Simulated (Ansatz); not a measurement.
```yaml
crystal:
  periodic: [false, false, false]
  atoms:
    - {symbol: Nb, position_ang: [0.608371, 0.129135, 0.514369]}
    - {symbol: S, position_ang: [0.855413, 0.011004, -1.647680]}
    - {symbol: S, position_ang: [-1.463783, -0.140139, 1.133321]}
basis:
  gaussian: {orbitals: def2-TZVPD}
total_charge: -1
hamiltonian: {xc: {name: SVWN5}}
scf: {omitted_lower_state_checks: [starts]}
output: {forces: true}
```

```sh
$ ansatz run in.yaml --threads 4 --pin off --events-out ev --progress --plain --max-ram 3916MiB
```

Output, abridged:

```
Functional definition: SVWN5
  name "SVWN5"
  cite "Dirac, Proc. Camb. Phil. Soc. 26, 376 (1930) doi:10.1017/S0305004100016108"
  cite "Slater, Phys. Rev. 81, 385 (1951) doi:10.1103/PhysRev.81.385"
  cite "Vosko, Wilk & Nusair, Can. J. Phys. 58, 1200 (1980) doi:10.1139/p80-159"
  exchange = slater_x
  correlation = vwn5_c
these checks for a lower state are left out or cut short: starts
904 factors; their error is unknown
mean field evaluation 1: about -23147.5291 eV, gradient 1.6e1 eV
mean field evaluation 2: about -23144.2577 eV, gradient 3.1e1 eV
mean field evaluation 4: about -23147.5859 eV, gradient 1.6e1 eV
mean field evaluation 8: about -23148.2819 eV, gradient 2.2e-1 eV
mean field evaluation 16: about -23148.2750 eV, gradient 5.8e-4 eV
mean field -23148.27501547 eV, -850.6834163541 hartree, gradient 3.1e-5 eV, S^2 0.000000; 0 other end points of the search recorded, 0 dependent functions left out
the calculation of the forces begins
reference -23148.27505462 eV, -850.6834177929 hartree; 23, 23 occupied and 109, 109 virtual orbitals, 904 factors
Total energy: -23148.27505462 eV, -850.6834177929 hartree
Atom 0 at     0.608371     0.129135     0.514369 Å, force    -0.382620    -0.081216    -0.323497 eV/Å
Atom 1 at     0.855413     0.011004    -1.647680 Å, force    -0.125171     0.019983     0.541249 eV/Å
Atom 2 at    -1.463783    -0.140139     1.133321 Å, force     0.507792     0.061233    -0.217751 eV/Å
Dipole moment:     0.178133     0.037811     0.150607 e Å
Checks for a lower state left out: starts
```

Hardware: 4 threads of Arm Neoverse N1 on a shared host. Wall time 1.2 s.

In the def2 sets Nb takes a core potential; there is no spin–orbit coupling. The restricted singlet is unstable towards broken spin symmetry at other levels; at RKS SVWN5/def2-TZVPD this wasn't settled.

The dipole of an ion depends on the origin.
